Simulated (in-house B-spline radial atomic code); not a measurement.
The numbers below are computed, except where a source is named.
**C6 from the polarisability at imaginary frequency: neutral ytterbium**

LDA VWN5 linear response of the closed shell [Xe] 4f14 6s2, from an all-electron radial atomic-structure program (B-spline basis); scalar-relativistic (spin-free one-electron X2C), finite nucleus, no spin-orbit coupling; shells from n = 4 respond.

The dispersion coefficient of two like species is C6 = (3/π) ∫ α(iu)² du from 0 to ∞.

```
u (hartree)  α(iu) (bohr³)
          0          125.5
       0.03          119.4
       0.07          98.64
       0.12          70.92
        0.2          42.08
        0.3          25.06
       0.45          14.61
        0.7          8.397
          1          5.525
        1.5          3.425
        2.5          1.791
          5         0.6831
```

(1) Fit one oscillator, α(iu) = α(0)/(1 + u²/ω²), through u = 0.12 and estimate C6.

(2) How does that compare with the full integral?

## Answers

(1) From α(0)/α(iu) − 1 = 125.5/70.92 − 1 = 0.7696, ω = u/√0.7696 = 0.1368 hartree (3.7 eV). London's formula gives C6 = (3/4) α(0)² ω = 0.75 × 125.5² × 0.1368 = 1616 hartree·bohr⁶, and the oscillator holds f = α(0) ω² = 2.35 electrons, of a sum of oscillator strengths of 47.1.

(2) The program's quadrature over all excitations gives C6 = 1693, so the single oscillator is off by -4.6 %. At the last point the fit gives α = 0.0939 against 0.683: higher excitations, and deeper shells where there are any, keep the true curve higher at large u.
